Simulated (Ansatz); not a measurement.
Geometry optimisation, RKS PBE0/STO-3G (Ansatz).

Input file:

```yaml
crystal:
  periodic: [false, false, false]
  atoms:
    - { symbol: Si, position_ang: [0.0, 0.0, 0.0] }
    - { symbol: Si, position_ang: [0.0, 0.0, 2.22] }
    - { symbol: H, position_ang: [-1.3148, -0.4067, 2.7074] }
    - { symbol: H, position_ang: [1.0096, -0.9353, 2.7074] }
    - { symbol: H, position_ang: [0.3052, 1.342, 2.7074] }
    - { symbol: H, position_ang: [1.3768, 0.0, -0.4862] }
    - { symbol: O, position_ang: [-0.7913, 1.3709, -0.5594] }
    - { symbol: Si, position_ang: [-2.4002, 1.4263, -1.0396] }
    - { symbol: H, position_ang: [-3.2124, 0.6421, -0.1138] }
    - { symbol: H, position_ang: [-2.862, 2.8114, -1.0378] }
    - { symbol: H, position_ang: [-2.5267, 0.8736, -2.385] }
    - { symbol: F, position_ang: [-0.7489, -1.2974, -0.5295] }
basis:
  gaussian: { orbitals: STO-3G }
hamiltonian:
  xc: pbe0
relax:
  f_tol: 0.02
  max_steps: 40
```

Command:

```bash
$ ansatz run input.yaml --threads 1 --pin off --max-ram 2048MiB --backend cpu --events-out ev --progress --plain --runs-dir out
```

Task: Where does it end, and by what steps?

Result: The run converged. The force dipped under the threshold on the way, but the program's further checks kept it going. Limits of this set-up: minimal basis. After 28 steps the energy has fallen by 0.213 eV; H11 moved furthest, 1.04 Å.

```tsv
step	energy less start (eV)	largest force component (eV/Å)	accepted
0	0.0000	1.776	yes
1	-0.1469	0.797	yes
2	-0.1788	0.234	yes
3	-0.1864	0.152	yes
4	-0.1945	0.135	yes
5	-0.1988	0.058	yes
6	-0.2012	0.204	yes
7	-0.2035	0.148	yes
8	-0.2053	0.061	yes
9	-0.2071	0.037	yes
10	-0.2065	0.197	no
11	-0.1751	0.432	no
12	-0.2083	0.010	yes
13	-0.2095	0.067	yes
14	-0.2099	0.061	yes
15	-0.2107	0.055	yes
16	-0.2110	0.052	yes
17	-0.2113	0.047	yes
18	-0.2117	0.024	yes
19	-0.2120	0.036	yes
20	-0.2122	0.052	yes
21	-0.2124	0.034	yes
22	-0.2128	0.019	yes
23	-0.2128	0.061	yes
24	-0.2131	0.033	yes
25	-0.2132	0.023	yes
26	-0.2134	0.015	yes
27	-0.2134	0.032	yes
28	-0.2135	0.014	yes
```

```xyz
12
Properties=species:S:1:pos:R:3
Si 0.131 0.078 -0.137
Si -0.194 -0.089 2.106
H -1.487 -0.640 2.434
H 0.812 -0.943 2.692
H -0.092 1.208 2.733
H 1.537 0.280 -0.437
O -0.643 1.386 -0.883
Si -2.340 1.433 -0.856
H -2.854 1.381 0.499
H -2.727 2.684 -1.464
H -2.938 0.342 -1.597
F -0.370 -1.293 -0.899
```

The run took 2 min on 1 thread of Intel(R) Xeon(R) Platinum 8375C CPU @ 2.90GHz (Ice Lake), on a shared host, peak memory 0.14 GiB.
